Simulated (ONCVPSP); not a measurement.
## Reading a pseudo-wave (Pt)

Columns: radius, all-electron u(r) and pseudo u(r) of the 5s shell (level -116.63 eV) of platinum in the configuration [Kr] 4d10 4f14 5s2 5p6 5d8.5; LDA (Perdew-Wang 92), scalar-relativistic, ONCV scheme, ONCVPSP 4.0.1.

| r (bohr) | all-electron | pseudo |
| --- | --- | --- |
| 0.086 | 0.0676 | 0.1026 |
| 0.172 | 0.3375 | 0.2136 |
| 0.258 | -0.4194 | 0.3387 |
| 0.344 | -0.6764 | 0.4782 |
| 0.430 | -0.3578 | 0.6273 |
| 0.516 | 0.1699 | 0.7761 |
| 0.602 | 0.6517 | 0.9120 |
| 0.688 | 0.9887 | 1.0216 |
| 0.774 | 1.1716 | 1.0939 |
| 0.860 | 1.2298 | 1.1229 |
| 0.946 | 1.1998 | 1.1077 |
| 1.032 | 1.1154 | 1.0537 |
| 1.118 | 1.0024 | 0.9694 |
| 1.204 | 0.8789 | 0.8655 |
| 1.290 | 0.7564 | 0.7528 |
| 1.376 | 0.6417 | 0.6412 |
| 1.462 | 0.5384 | 0.5382 |
| 1.548 | 0.4476 | 0.4475 |
| 1.634 | 0.3695 | 0.3694 |
| 1.720 | 0.3031 | 0.3031 |
| 1.806 | 0.2475 | 0.2474 |
| 1.892 | 0.2012 | 0.2012 |
| 1.978 | 0.1630 | 0.1630 |
| 2.064 | 0.1317 | 0.1316 |
| 2.150 | 0.1061 | 0.1061 |
| 2.236 | 0.0853 | 0.0853 |

Task: How many radial nodes do the two functions have?

Result: The all-electron 5s function has n − l − 1 = 4 (the table is too coarse to show those close to the nucleus); the pseudo-wave has 0, since the states of the same l below it are removed with the core.

Task: At about which radius was the pseudo-wave matched?

Result: 1.48 bohr, where the columns begin to agree (steps of 0.09 bohr).

Task: Where does each function peak?

Result: Outermost all-electron maximum near 0.86 bohr, pseudo maximum near 0.86 bohr (to the table’s step).

Task: Is the pseudo-wave norm-conserving?

Result: Yes: the ONCV scheme keeps the norm inside the radius equal to the all-electron one, which fixes the energy derivative of the logarithmic derivative at the level.
